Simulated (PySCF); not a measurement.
# One molecule, several mistakes: AlH3NOSi cation

These are calculations, not measurements. They come from PySCF 2.14.0, an open-source quantum chemistry program, on an isolated molecule that a program drew, which may never have been made. The molecule is AlH3NOSi cation (charge +1, singlet), drawn as the SMILES string `[OH][Al+][N]=[SiH2]`.

Each row is a Hartree-Fock (HF) and frozen-core CCSD(T) single point in the cc-pV(D+d)Z basis, meant for a local HF minimum. Run 1 is clean. Each other run has one planted mistake out of seven kinds, and not every kind appears here: one electron removed, one electron added, multiplicity raised by two, geometry at a saddle point, minimal basis STO-3G, one bond length entered in bohr, all coordinates scaled. The reference is restricted for singlets and unrestricted otherwise, and also for a bond in bohr. Adding or removing an electron swaps singlet and doublet. Electrons count all cores. HOMO and LUMO are orbital energies over both spins, the gradient is its largest component, and the lowest frequency (negative if imaginary) is given only where the gradient is small. Bond lengths are over the 6 bonds as drawn. T1 is the CCSD diagnostic: over 0.02 (restricted) or 0.045 (unrestricted) a single reference is doubtful.

Geometry of the clean run:
```xyz
7
AlH3NOSi cation, angstrom
O     2.4210   -0.6249   -0.3433
Al    1.3249   -0.8611    0.7942
N     0.1862   -1.1061    1.9766
Si   -0.9021   -1.3403    3.1065
H     3.0661   -0.4867   -1.0139
H    -0.5714   -1.2973    4.5313
H    -2.3055   -1.6141    2.7958
```

| run | electrons | basis functions | <S^2> | HOMO (eV) | LUMO (eV) | gradient (hartree/bohr) | lowest frequency (cm^-1) | mean bond (Å) | longest bond (Å) | T1 | HF (hartree) | CCSD(T) (hartree) | mistake |
|---|---|---|---|---|---|---|---|---|---|---|---|---|---|
| 1 | 44 | 89 | 0.000 | -15.70 | -3.42 | 2.8e-05 | 86 | 1.4517 | 1.660 | 0.0172 | -661.74339 | -662.25856 | no fault |
| 2 | 44 | 31 | 0.000 | -12.18 | 1.07 | 6.2e-02 | - | 1.4517 | 1.660 | 0.0287 | -653.77402 | -653.98464 | minimal basis STO-3G |
| 3 | 43 | 89 | 0.761 | -23.89 | -11.78 | 7.5e-02 | - | 1.4517 | 1.660 | 0.0267 | -661.24876 | -661.71891 | one electron removed |
| 4 | 45 | 89 | 0.761 | -4.71 | 1.15 | 5.5e-02 | - | 1.4517 | 1.660 | 0.0207 | -661.89181 | -662.43041 | one electron added |
| 5 | 44 | 89 | 1.127 | -13.47 | -5.70 | 3.7e-02 | - | 1.6978 | 3.136 | 0.0321 | -661.61613 | -662.10521 | one bond length entered in bohr |
| 6 | 44 | 89 | 0.000 | -15.87 | -3.31 | 1.6e-02 | - | 1.4241 | 1.628 | 0.0163 | -661.73975 | -662.25058 | ? |

**Which mistake was planted in run 6, and what did it cost?**

The mean and the longest bond both change by the same factor, 0.981, and the gradient is no longer small. So the mistake is: all coordinates scaled. Subtracting run 1 and multiplying by 627.51 kcal/mol a hartree, the energy moved by 2.3 kcal/mol in HF and 5.0 kcal/mol in CCSD(T).

Cautions from the logs. Run 2: T1 is over the limit, so its CCSD(T) energy is less reliable.
